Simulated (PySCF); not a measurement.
C₃F₅, SMILES F[C]=C(F)C(F)(F)F, multiplicity 2. Geometry optimised at PBE-D3(BJ)/def2-SVP. The isomer is the one that the SMILES or the coordinates give; other isomers of the formula were not compared.

Computed equilibrium geometry at PBE-D3(BJ)/def2-SVP (PySCF confirms it by a frequency run) as Cartesian coordinates in Å, and its point group:
point group Cs.
```xyz
8

F     -0.4342    -2.7979     0.0000
C     -0.6049    -1.5090     0.0000
C      0.2770    -0.5052     0.0000
F      1.6119    -0.6860     0.0000
C     -0.1538     0.9394     0.0000
F      0.3207     1.5847    -1.0875
F     -1.4981     1.0310     0.0000
F      0.3207     1.5847     1.0875
```
Charge 0, spin multiplicity 2.
